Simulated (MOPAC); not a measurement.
Input file for MOPAC: PM3 on C2H6N2O (a complex), monomers drawn apart or pushed together.

```
PM3 1SCF PRECISE CHARGE=0 THREADS=1
C2H6N2O

N      1.14415365 1     0.98749963 1    -0.19306015 1
N      0.77129285 1     0.24647173 1     0.51469045 1
C     -1.97947573 1     0.06114535 1     5.51199122 1
C     -0.52455785 1    -0.30159623 1     5.76066618 1
O     -0.17337525 1    -1.57276995 1     5.22566312 1
H     -2.22473119 1     1.01846295 1     5.97840936 1
H     -2.63953250 1    -0.70448749 1     5.92237231 1
H     -2.18369619 1     0.14902694 1     4.44169506 1
H      0.13472958 1     0.48037028 1     5.36193435 1
H     -0.32902206 1    -0.37322397 1     6.83161461 1
H     -0.27422911 1    -1.53384237 1     4.26848272 1
```

Program output:

```
*******************************************************************************
 **                                                                           **
 **                              MOPAC v23.2.5                                **
 **                                                                           **
 *******************************************************************************
 ** MOPAC's Digital Object Identifier: https://doi.org/10.5281/zenodo.6511958 **
 **                                                                           **
 ** Please cite the open-source release paper for use of this MOPAC version:  **
 ** J. E. Moussa and J. J. P. Stewart (2026)                                  **
 ** MOPAC: An open-source semiempirical molecular orbital program             **
 ** J. Open Source Softw., 11(119), 8025, https://doi.org/10.21105/joss.08025 **
 *******************************************************************************

                              PM3 CALCULATION RESULTS

 *******************************************************************************
 *  PM3        - The PM3 Hamiltonian to be used
 *
 *
 *
 *                 CHARGE ON SYSTEM = 0
 *
 *
 *
 *  PRECISE    - TIGHTER CRITERIA TO BE USED
 *  1SCF       - DO 1 SCF AND THEN STOP
 *  THREADS=1  - MULTI-THREADING NOT USED
 *  T=         - A TIME OF 172800.0 SECONDS REQUESTED
 *  DUMP=N     - RESTART FILE WRITTEN EVERY 7200.0 SECONDS REQUESTED
 *******************************************************************************
PM3 1SCF PRECISE CHARGE=0 THREADS=1
 C2H6N2O

   ATOM   CHEMICAL          X               Y               Z
  NUMBER   SYMBOL      (ANGSTROMS)     (ANGSTROMS)     (ANGSTROMS)

     1       N          1.14415365  *   0.98749963  *  -0.19306015  *
     2       N          0.77129285  *   0.24647173  *   0.51469045  *
     3       C         -1.97947573  *   0.06114535  *   5.51199122  *
     4       C         -0.52455785  *  -0.30159623  *   5.76066618  *
     5       O         -0.17337525  *  -1.57276995  *   5.22566312  *
     6       H         -2.22473119  *   1.01846295  *   5.97840936  *
     7       H         -2.63953250  *  -0.70448749  *   5.92237231  *
     8       H         -2.18369619  *   0.14902694  *   4.44169506  *
     9       H          0.13472958  *   0.48037028  *   5.36193435  *
    10       H         -0.32902206  *  -0.37322397  *   6.83161461  *
    11       H         -0.27422911  *  -1.53384237  *   4.26848272  *



          CARTESIAN COORDINATES

    NO.       ATOM           X           Y           Z

     1         N          1.1442      0.9875     -0.1931
     2         N          0.7713      0.2465      0.5147
     3         C         -1.9795      0.0611      5.5120
     4         C         -0.5246     -0.3016      5.7607
     5         O         -0.1734     -1.5728      5.2257
     6         H         -2.2247      1.0185      5.9784
     7         H         -2.6395     -0.7045      5.9224
     8         H         -2.1837      0.1490      4.4417
     9         H          0.1347      0.4804      5.3619
    10         H         -0.3290     -0.3732      6.8316
    11         H         -0.2742     -1.5338      4.2685

  H: (PM3): J. J. P. STEWART, J. COMP. CHEM. 10, 209 (1989).
  C: (PM3): J. J. P. STEWART, J. COMP. CHEM. 10, 209 (1989).
  N: (PM3): J. J. P. STEWART, J. COMP. CHEM. 10, 209 (1989).
  O: (PM3): J. J. P. STEWART, J. COMP. CHEM. 10, 209 (1989).

           Empirical Formula: C2 H6 N2 O  =    11 atoms



      MOLECULAR POINT GROUP   :   C1


      RHF CALCULATION, NO. OF DOUBLY OCCUPIED LEVELS = 15


 -------------------------------------------------------------------------------
 PM3 1SCF PRECISE CHARGE=0 THREADS=1
 C2H6N2O



     1SCF WAS SPECIFIED, SO BFGS WAS NOT USED
     SCF FIELD WAS ACHIEVED


                              PM3 CALCULATION
                                                       MOPAC v23.2.5 Linux




          FINAL HEAT OF FORMATION =        -40.44699 KCAL/MOL =    -169.23019 KJ/MOL


          COSMO AREA              =        141.69 SQUARE ANGSTROMS
          COSMO VOLUME            =        111.79 CUBIC ANGSTROMS

          IONIZATION POTENTIAL    =         11.209411 EV
          HOMO LUMO ENERGIES (EV) =        -11.209  0.535
          NO. OF FILLED LEVELS    =         15
          MOLECULAR WEIGHT        =         74.0822         POINT GROUP:  C1

          MOLECULAR DIMENSIONS (Angstroms)

            Atom       Atom       Distance
            H     7    N     1     7.38767
            H     6    O     5     3.21281
            H    10    N     2     2.48628


          SCF CALCULATIONS        =          1





   ATOM   CHEMICAL          X               Y               Z
  NUMBER   SYMBOL      (ANGSTROMS)     (ANGSTROMS)     (ANGSTROMS)

     1       N          1.14415365  *   0.98749963  *  -0.19306015  *
     2       N          0.77129285  *   0.24647173  *   0.51469045  *
     3       C         -1.97947573  *   0.06114535  *   5.51199122  *
     4       C         -0.52455785  *  -0.30159623  *   5.76066618  *
     5       O         -0.17337525  *  -1.57276995  *   5.22566312  *
     6       H         -2.22473119  *   1.01846295  *   5.97840936  *
     7       H         -2.63953250  *  -0.70448749  *   5.92237231  *
     8       H         -2.18369619  *   0.14902694  *   4.44169506  *
     9       H          0.13472958  *   0.48037028  *   5.36193435  *
    10       H         -0.32902206  *  -0.37322397  *   6.83161461  *
    11       H         -0.27422911  *  -1.53384237  *   4.26848272  *

                             CARTESIAN COORDINATES

   1    N        1.144153650     0.987499630    -0.193060150
   2    N        0.771292850     0.246471730     0.514690450
   3    C       -1.979475730     0.061145350     5.511991220
   4    C       -0.524557850    -0.301596230     5.760666180
   5    O       -0.173375250    -1.572769950     5.225663120
   6    H       -2.224731190     1.018462950     5.978409360
   7    H       -2.639532500    -0.704487490     5.922372310
   8    H       -2.183696190     0.149026940     4.441695060
   9    H        0.134729580     0.480370280     5.361934350
  10    H       -0.329022060    -0.373223970     6.831614610
  11    H       -0.274229110    -1.533842370     4.268482720


           Empirical Formula: C2 H6 N2 O  =    11 atoms



      MOLECULAR POINT GROUP   :   C1


                  EIGENVALUES
 -38.39400 -32.75766 -31.10577 -22.68999 -17.63411 -16.14357 -15.67871 -15.67798
 -15.37120 -15.33030 -13.90332 -13.80346 -13.11998 -12.03348 -11.20941   0.53465
   0.53537   3.34791   3.68183   3.82451   4.01492   4.36680   4.63407   4.75141
   5.65184   6.34228


              NET ATOMIC CHARGES AND DIPOLE CONTRIBUTIONS

  ATOM NO.   TYPE          CHARGE      No. of ELECS.   s-Pop       p-Pop
    1          N           0.004899        4.9951     1.77536     3.21974
    2          N          -0.004891        5.0049     1.77574     3.22915
    3          C          -0.152197        4.1522     1.14579     3.00641
    4          C           0.069724        3.9303     1.14783     2.78244
    5          O          -0.313913        6.3139     1.81714     4.49677
    6          H           0.047323        0.9527     0.95268
    7          H           0.051777        0.9482     0.94822
    8          H           0.038204        0.9618     0.96180
    9          H           0.021632        0.9784     0.97837
   10          H           0.052524        0.9475     0.94748
   11          H           0.184919        0.8151     0.81508
 DIPOLE           X         Y         Z       TOTAL
 POINT-CHG.    -0.334     0.920    -0.277     1.017
 HYBRID        -0.202     0.335    -0.526     0.656
 SUM           -0.536     1.256    -0.803     1.584


          ATOMIC ORBITAL ELECTRON POPULATIONS

     Atom    s        px        py        pz
    1  N   1.77536   1.02427   1.10238   1.09309
    2  N   1.77574   1.02831   1.10446   1.09638
    3  C   1.14579   0.98038   1.01499   1.01104
    4  C   1.14783   0.93237   0.86790   0.98218
    5  O   1.81714   1.90960   1.32457   1.26261
    6  H   0.95268
    7  H   0.94822
    8  H   0.96180
    9  H   0.97837
   10  H   0.94748
   11  H   0.81508

 **********************
 *                    *
 * JOB ENDED NORMALLY *
 *                    *
 **********************




 == MOPAC DONE ==
```

The run finished.

Cost: roughly 0.03 core-seconds.
